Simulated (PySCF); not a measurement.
C2H11NSi4.
Structure used (PBE0-D3(BJ)/def2-SVP), in Å, numbered top down from 1:
```xyz
18
C2H11NSi4 angstrom
N     -5.0641   -0.5600    0.2212
C     -3.9223   -0.4077    0.3429
C     -2.4966   -0.1850    0.4578
Si    -1.8385    1.0390   -0.8609
Si     0.4719    1.2437   -0.5245
Si     1.4411   -0.8916   -0.6292
Si     3.7535   -0.7384   -0.2798
H     -1.9624   -1.1439    0.3548
H     -2.2635    0.2098    1.4604
H     -2.1113    0.4660   -2.2126
H     -2.5660    2.3345   -0.7152
H      0.7331    1.8285    0.8301
H      1.0839    2.1388   -1.5554
H      1.1404   -1.5059   -1.9612
H      0.8132   -1.7525    0.4255
H      4.0020   -0.1552    1.0742
H      4.3430    0.1687   -1.3115
H      4.4128   -2.0769   -0.3669
```

The closed-shell ground state was solved at several levels (PySCF, density fitting, gas phase, non-relativistic).

| level | basis functions | HOMO (eV) | LUMO (eV) | gap (eV) | dipole (D) |
| --- | --- | --- | --- | --- | --- |
| PBE0/pcSseg-1 | 202 | -8.09 | -0.82 | 7.27 | 4.44 |
| B3LYP/def2-SVPD | 244 | -7.80 | -0.97 | 6.83 | 4.55 |

Estimate the row for wB97X-D/pcSseg-1, a basis of 202 functions; the other rows only guide the guess.

HOMO -9.82 eV, LUMO 0.84 eV, gap 10.66 eV, dipole 4.48 D.

Over all these levels, which gives the widest orbital gap and which the narrowest?

wB97X-D/pcSseg-1 (range-separated hybrid) has the widest, 10.66 eV, and B3LYP/def2-SVPD (global hybrid, 20 % exact exchange) the narrowest, 6.83 eV. Functional and basis both differ between the two, so the spread mixes both effects.

How far do the dipole and the HOMO energy spread over the levels?

The dipole runs from 4.44 to 4.55 D (mean 4.49 D) and the HOMO from -9.82 to -7.80 eV.

One conformer stands for the species.
